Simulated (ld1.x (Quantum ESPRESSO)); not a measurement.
## PBEsol RRKJ dataset for gallium, scalar-relativistic all-electron reference.

* Element: gallium
* Generator: ld1.x (Quantum ESPRESSO) 7.5
* Type: norm-conserving RRKJ (Kleinman–Bylander form)
* Functional: PBEsol
* Relativity: scalar-relativistic
* Frozen core: [Ar] 3d10
* Valence charge: 3
* Reference configuration: 4s2 4p1
* Partial waves: 4s (bound): rc 1.60 bohr; 4p (bound): rc 2.40 bohr
* Local potential: all-electron potential smoothed inside 1.65 bohr (lloc = -1)
* Core correction: a·sin(br)/r model core inside 1.05 bohr

All-electron outer shells of the reference configuration (PBEsol, scalar-relativistic, ld1.x):

```json
{"shell": "3p", "level (eV)": "-98.68", "outermost node (bohr)": "0.24", "outermost maximum (bohr)": "0.56"}
{"shell": "3d", "level (eV)": "-19.16", "outermost node (bohr)": "–", "outermost maximum (bohr)": "0.53"}
{"shell": "4s", "level (eV)": "-8.96", "outermost node (bohr)": "0.81", "outermost maximum (bohr)": "1.90"}
{"shell": "4p", "level (eV)": "-2.57", "outermost node (bohr)": "0.87", "outermost maximum (bohr)": "2.53"}
```

What the tests gave:

- Cutoffs needed: 15 Ry and 21 Ry (the cutoffs (Ry, on a coarse ladder) from which the occupation-weighted sum of valence levels, in a spherical-Bessel basis at the reference potential, stays within 10 and 1 mRy of its value at 400 Ry)
- Ghost test: no extra level below or beside the all-electron valence levels (s, p tested) (spherical-Bessel basis up to 400 Ry, 20 bohr box)
- Largest excitation error: -178 meV (all-electron minus pseudo) for 4s1 4p0, out of 7 test configurations

Generation and tests took about 0.98 s on one core of a shared server CPU.
